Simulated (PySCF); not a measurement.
NO2, SMILES O=N[O-], charge -1. Atoms are numbered in the order given.

```xyz
3

N      0.0000     0.0000    -0.4616
O      0.0000     1.0714     0.2019
O      0.0000    -1.0714     0.2019
```
Charge -1, spin multiplicity 1.

The structure is a stationary point at TPSSh-D3(BJ)/def2-TZVPD.

Two levels are set side by side: PBE/pcSseg-2 (PySCF) and HF/pcSseg-2 (PySCF). GIAO shifts against H2O (¹⁷O), NH3 (¹⁵N) at the same level; non-relativistic, no solvent, atoms listed together averaged. Differences are taken from unrounded values.

```
quantity                   HF    PBE  PBE minus HF
----------------------  -----  -----  ------------
δ(¹⁵N) of N1 (ppm)      914.4  665.4        -249.0
δ(¹⁷O) of O2, O3 (ppm)  848.3  775.5         -72.8
```

Rough cost on one machine, each run with all the roots and properties that it gave: HF against PBE within a factor of 2.
